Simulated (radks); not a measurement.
Excited configurations of neutral molybdenum: one electron is placed in a higher orbital outside [Kr] 4d5. The ground configuration is [Kr] 4d5 5s1. All-electron calculation, Dirac Kohn-Sham, PBE, spin-unpolarised, spherical densities, finite nucleus; open shells fill j = l - 1/2 first; Fermi nuclear charge, rms radius 4.4091 fm. Program: a radial shooting solver on a logarithmic mesh with Libxc functionals. Excitation = E - E(ground); binding = E(ion) - E, where the ion is the core of charge +1; n* = 1/sqrt(2 binding) in atomic units, and the quantum defect is n - n*.

[
 {"outer orbital": "4f5/2", "excitation (eV)": "5.955", "binding (eV)": "0.914", "n*": "3.859", "quantum defect": "0.141", "eigenvalue (eV)": "-0.433", "<r> (bohr)": "17.26"},
 {"outer orbital": "5d3/2", "excitation (eV)": "5.321", "binding (eV)": "1.547", "n*": "2.965", "quantum defect": "2.035", "eigenvalue (eV)": "-0.722", "<r> (bohr)": "10.72"},
 {"outer orbital": "5f5/2", "excitation (eV)": "6.236", "binding (eV)": "0.632", "n*": "4.638", "quantum defect": "0.362", "eigenvalue (eV)": "-0.366", "<r> (bohr)": "29.20"},
 {"outer orbital": "6s1/2", "excitation (eV)": "4.563", "binding (eV)": "2.305", "n*": "2.430", "quantum defect": "3.570", "eigenvalue (eV)": "-1.364", "<r> (bohr)": "9.355"},
 {"outer orbital": "6p1/2", "excitation (eV)": "5.166", "binding (eV)": "1.703", "n*": "2.827", "quantum defect": "3.173", "eigenvalue (eV)": "-0.979", "<r> (bohr)": "11.88"},
 {"outer orbital": "6f5/2", "excitation (eV)": "6.411", "binding (eV)": "0.458", "n*": "5.453", "quantum defect": "0.547", "eigenvalue (eV)": "-0.287", "<r> (bohr)": "43.77"},
 {"outer orbital": "7s1/2", "excitation (eV)": "5.627", "binding (eV)": "1.241", "n*": "3.311", "quantum defect": "3.689", "eigenvalue (eV)": "-0.769", "<r> (bohr)": "17.70"},
 {"outer orbital": "7d3/2", "excitation (eV)": "6.218", "binding (eV)": "0.650", "n*": "4.574", "quantum defect": "2.426", "eigenvalue (eV)": "-0.404", "<r> (bohr)": "31.89"}
]

The Delta-SCF ionisation energy is 6.868 eV (NIST Atomic Spectra Database: 7.092 eV, measured). Self-interaction in the functional shifts the binding energies and quantum defects, so they are the method's values and not measured ones. Spin polarisation and multiplet splitting are left out, so open shells lie too high by an amount that depends on their filling.

Beside tabulated values, note that spin-unpolarised runs miss the spin-polarisation part of the exchange energy of open shells.
